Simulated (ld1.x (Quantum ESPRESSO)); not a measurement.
Which change was made? (S, TM)

S, norm-conserving Troullier–Martins (Kleinman–Bylander form), made with ld1.x (Quantum ESPRESSO) 7.5 (LDA (PZ), scalar-relativistic). Core [Ne], reference 3s1.75 3p4.25. Waves: 3s (bound): rc 1.30 bohr; 3p (bound): rc 1.25 bohr. Local part: all-electron potential smoothed inside 1.05 bohr (lloc = -2). Core correction: Bessel-smoothed model core inside 1.10 bohr.

Cutoffs, loose and tight: the cutoffs (Ry, on a coarse ladder) from which the occupation-weighted sum of valence levels, in a spherical-Bessel basis at the reference potential, stays within 10 and 1 mRy of its value at 400 Ry. They do not see the model core or the augmentation charge, which bear on the density cutoff. Test errors are all-electron minus pseudo excitation energies from the reference, over the configurations 3s2 3p4; 3s2 3p3; 3s2 3p2; 3s1 3p5; 3s2 3p0; 3s1 3p4; 3s0 3p6 (two spin-polarised tests are not counted in the largest error); variants that change the core or the reference have their own tests. The largest error is taken over the tests solved by every variant that gives reliable tests at all, those not shown here included: 3s0 3p6; 3s1 3p4; 3s1 3p5; 3s2 3p0; 3s2 3p2; 3s2 3p3; 3s2 3p4.

The base gives: outcome: generated; cutoff, loose: 55 Ry; cutoff, tight: 110 Ry; bound ghosts: none; largest test error (meV): +227.

(1) After one change the result is: outcome: generated; cutoff, loose: over 300 Ry; cutoff, tight: over 300 Ry; bound ghosts: p; largest test error (meV): +21. Which change was it?
A. wave 3s (bound): rc 1.30 bohr becomes 3s (bound): rc 1.06 bohr
B. local potential the s channel
C. wave 3p (bound): rc 1.25 bohr becomes 3p (bound): rc 0.84 bohr

Answers

(1) C. The others give: local potential the s channel → outcome: generated; cutoff, loose: 55 Ry; cutoff, tight: 110 Ry; bound ghosts: none; largest test error (meV): +170 | wave 3s (bound): rc 1.30 bohr becomes 3s (bound): rc 1.06 bohr → outcome: generated; cutoff, loose: 80 Ry; cutoff, tight: 200 Ry; bound ghosts: none; largest test error (meV): +287.
